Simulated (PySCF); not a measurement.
Input of a run (PBE0-D3(BJ)/def2-SVP geometry optimisation, gas phase (PySCF 2.14.0)), started from a GFN2-xTB structure with every atom displaced at random (by about 0.01 Å):
```
{"job": {"xc": "PBE0", "basis": "def2-SVP", "d3": "d3bj", "grid": 1, "shake": 0.01, "kind": "geom"}, "charge": 0, "multiplicity": 1}
F     -2.391910    -0.042690    -0.958980
B     -1.393730    -0.047520    -0.158970
F     -1.528170     0.668070     0.946760
C     -0.000650    -0.784900    -0.392620
Ga     1.262760     0.541100     0.450730
F      1.137310     2.290450     0.300290
F      2.683420     0.068840     1.394570
H      0.216400    -1.028870    -1.426440
H      0.072380    -1.681630     0.238170
```

Output (energies in Eh, forces in Eh/bohr):
```
step   0  E = -2387.29686323  max force = 0.038188
step   1  E = -2387.30221864  max force = 0.007669
step   2  E = -2387.30305939  max force = 0.003015
step   3  E = -2387.30353213  max force = 0.003332
step   4  E = -2387.30392994  max force = 0.005784
step   5  E = -2387.30425188  max force = 0.004915
step   6  E = -2387.30446304  max force = 0.002111
step   7  E = -2387.30456956  max force = 0.001412
step   8  E = -2387.30469187  max force = 0.001350
step   9  E = -2387.30488874  max force = 0.002439
step  10  E = -2387.30495600  max force = 0.001000
step  11  E = -2387.30503094  max force = 0.002558
step  12  E = -2387.30507346  max force = 0.001164
step  13  E = -2387.30509765  max force = 0.000700
step  14  E = -2387.30509798  max force = 0.000944
step  15  E = -2387.30508915  max force = 0.000727
step  16  E = -2387.30508861  max force = 0.000465
step  17  E = -2387.30508925  max force = 0.000275
optimisation converged
```

Question: Summarise the run.

Answer: The energy falls by 0.224 eV over 18 energy and gradient evaluations, the largest force component goes from 0.0382 to 2.8e-04 Eh/bohr, and the atoms move by 0.422 Å rms after alignment. The bond that changes most is C4–Ga5 (ends: sp3 carbon bound to boron; gallium bonded to C and 2 F), which shortens by 0.073 Å. Bonds longer at the end by more than 0.005 Å: 2 of 8; shorter: 4. Among the angles that change most is B2–C4–Ga5, from 100.5° to 110.2°. Among the dihedrals that turn most is F3–B2–C4–Ga5, from -34° to -82°. The energy rose by more than 1e-6 Eh at step 15. The first step brought 65 % of the lowering.

Question: What are the final bond lengths?

Answer: F1–B2 1.318 Å, B2–F3 1.323 Å, B2–C4 1.551 Å, C4–Ga5 1.943 Å, Ga5–F6 1.744 Å, Ga5–F7 1.743 Å, C4–H8 1.101 Å, C4–H9 1.099 Å. Numbering counts from 1 in the input's order; the species is `FB(F)[CH2][Ga]([F])[F]`.

The run used 126 basis functions and 117 SCF cycles in all. Time: 2.1 min wall; peak memory 0.50 GiB. Hardware: Arm Neoverse V1, one thread, shared host.

Whether it is a minimum is left open (no frequencies). The numbers are those of one conformer.
